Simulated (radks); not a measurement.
Results of a calculation; reference values are marked as such.
Spherical quantum dot in the effective-mass picture: electrons in a hard-walled sphere of radius 1.28, with a point charge +2 (a donor) at the centre, all in effective atomic units (hartree* = m*/eps^2 hartree, bohr* = eps/m* bohr), one dielectric constant everywhere. Level of theory: non-relativistic Kohn-Sham, exchange-only LDA, spin-polarised, spherical densities (a radial shooting solver with Libxc functionals). Levels are named by radial order and angular momentum (1s, 1p, 1d, 2s, ...), and open shells are averaged over m. Results are scaled to m* = 0.096 and eps = 7.3, for which hartree* = 49.02 meV and bohr* = 4.024 nm.

N = 13, configuration 1s2 1p6 1d(up 5, down 0). This is the lowest configuration that the search found. Occupied and some empty levels:

level    occupation  eigenvalue (meV)  <r> (nm)
1s up             1            671.28     2.512
1s down           1            683.64     2.475
1p up             3            830.70     3.144
1p down           3            847.32     3.134
1d up             5            1013.3     3.416
1d down           0            1031.1     3.413
2s up             0            1043.6     2.480
2s down           0            1053.8     2.503
1f up             0            1235.5     3.596
1f down           0            1253.7     3.596
2p up             0            1406.6     2.704
2p down           0            1417.7     2.705

Energy (meV): total 6909.69, kinetic 4637.5, external -1846.2, Hartree 4759.5, exchange-correlation -641.11.
